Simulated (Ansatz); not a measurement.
Correlation energies of CBF2N (`N#CB(F)F`) by basis set

Cartesian coordinates in Å:
```
N 0.648 1.625 -1.173
C 0.294 0.738 -0.533
B -0.181 -0.453 0.327
F 0.694 -1.200 0.944
F -1.456 -0.710 0.435
```

The species carries charge 0 and has multiplicity 1. All single points use the PBE0-D4/def2-TZVP geometry. Frozen core, restricted reference, Ansatz 0.2.0. CBS rows extrapolate triple and quadruple zeta; past MP2 they add the triple-zeta difference.

| basis | HF (Eh) | MP2 corr. | CCSD corr. | (T) | CCSD(T) total |
| --- | --- | --- | --- | --- | --- |
| def2-SVP | -315.75201 | -0.71771 | -0.72718 | -0.02078 | -316.49997 |
| def2-TZVPP | -316.14143 | -0.91363 | -0.91558 | -0.03603 | -317.09304 |
| def2-QZVPP | -316.15507 | -0.98983 | – | – | – |
| CBS(def2) | -316.15695 | -1.04628 | -1.04823 | as TZ | -317.24121 |
